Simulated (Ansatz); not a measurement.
A made-up structure of BSnH4, doublet:

B1  (0.093, -1.350, 0.188)
Sn2  (-0.071, 1.028, -0.143)
H3  (-0.182, -1.847, 1.395)
H4  (0.456, -2.114, -0.845)
H5  (0.273, 1.966, -1.773)
H6  (-0.568, 2.318, 1.177)
(Å)

It is relaxed with PBE-D4/def2-SVP and then PBE0-D4/def2-TZVP (Ansatz 0.2.0). Atoms count as bonded within 1.22 times the sum of their covalent radii (H–H: 0.88 Å). The end point is not checked to be a true minimum.

**Question.** Does its bonding change? (Judge from chemistry; the calculation decides.)

**Answer.** Computed: No: no bond forms or breaks.

Where it ends: The first stage lowers the energy by 0.84 eV in 5 steps. It ends as BSnH₄ ([BH2][SnH2]):
B1  (0.083, -1.206, 0.168)
Sn2  (-0.063, 0.918, -0.128)
H3  (-0.163, -1.649, 1.246)
H4  (0.407, -1.888, -0.754)
H5  (0.243, 1.755, -1.583)
H6  (-0.507, 2.069, 1.051)
(Å)

Labels in which every atom is bracketed show which atoms are joined, not bond orders.

For scale, one of the runs: PBE0-D4/def2-TZVP relaxation, 105 basis functions, launched by `ansatz run in.yaml --threads 2 --pin off --events-out ev --progress --plain --max-ram 4352MiB`. Hardware: 2 CPU threads of an Intel Xeon Platinum 8175M, shared host. Wall time about 14 s.
